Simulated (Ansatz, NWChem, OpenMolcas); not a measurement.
**How basis sets differ on Si2H4F2 (SMILES F[SiH2][SiH2]F)**

The species is Si2H4F2 (8 atoms), meant as a singlet with charge 0. As SMILES, `F[SiH2][SiH2]F`. The coordinates come from a PBE0-D4/def2-TZVP relaxation. This is one conformer, not always the lowest.

Each level gives the HOMO–LUMO gap (eV). The values are calculated.

| level | kind | program | value (eV) | CPU time |
| --- | --- | --- | --- | --- |
| HF/ANO-R0 (sfX2C) | Hartree–Fock | OpenMolcas | 13.88 | 4.5 s |
| HF/ANO-RCC-MB (DKH2) | Hartree–Fock | OpenMolcas | 16.27 | 5.3 s |
| HF/STO-3G | Hartree–Fock | NWChem | 18.56 | 2.4 s |
| HF/3-21G | Hartree–Fock | OpenMolcas | 14.35 | 3.4 s |
| HF/6-31G* (spherical functions) | Hartree–Fock | NWChem | 14.02 | 16 s |
| HF/def2-SVP | Hartree–Fock | Ansatz | 14.25 | 4.7 s |
| HF/pcseg-1 | Hartree–Fock | Ansatz | 13.86 | 6.5 s |
| HF/jorge-TZP | Hartree–Fock | Ansatz | 13.60 | 7.2 s |

The values span 13.60 to 18.56 eV. A Hartree–Fock LUMO above zero doesn't converge with the basis: it sinks as sets grow more diffuse. Orbital gaps aren't excitation energies. Times are those of the runs behind each value, whatever else they computed, on shared processors of several kinds: orders of magnitude only.
